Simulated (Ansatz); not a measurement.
## Ligand exchange: C3H7Cl + C2H5FSn → C3H7F + C2H5ClSn

Gas-phase species: C3H7Cl (2-chloropropane) `CC(C)Cl`, singlet; C2H5FSn `C=[CH][SnH2][F]`, singlet; C3H7F `CC(C)F`, singlet; C2H5ClSn `C=[CH][SnH2][Cl]`, singlet. The partners trade Cl for F: C–Cl and Sn–F bonds give way to C–F and Sn–Cl.

Shapes, held fixed at every level: PBE0-D4/def2-TZVP. Flexible molecules stand in one conformer, not always the lowest. Programs: Ansatz 0.2.0. The zero-point and thermal change to 298 K, harmonic and unscaled (PBE0-D4/def2-TZVP), is +1.5 kJ/mol.

(1) Estimate ΔH(298 K) of this reaction.

Results:

(1) The highest level, CCSD(T)/def2-TZVPP, gives ΔH(298 K) = -22.5 kJ/mol; the levels span -56.3 to -20.9. The column of differences is taken from that level and isn't an error. No measured value is set beside it here. For atoms past krypton def2 sets carry core potentials with scalar relativity. Outer-core shells of Sn are correlated, in sets that cover them unevenly.

```
              level                   kind  ΔH(298 K) (kJ/mol)  less CCSD(T)/def2-TZVPP
        HF/def2-SVP           Hartree–Fock               -56.3                    -33.8
      HF/def2-TZVPP           Hartree–Fock               -40.5                    -18.0
  PBE-D4/def2-TZVPP                    GGA               -20.9                     +1.6
B3LYP-D4/def2-TZVPP          global hybrid               -24.4                     -1.9
 PBE0-D4/def2-TZVPP          global hybrid               -26.9                     -4.4
  B2PLYP/def2-TZVPP          double hybrid               -22.5                      0.0
      CCSD/def2-SVP  coupled cluster or CI               -32.6                    -10.1
 CCSD(T)/def2-TZVPP  coupled cluster or CI               -22.5                      0.0
```
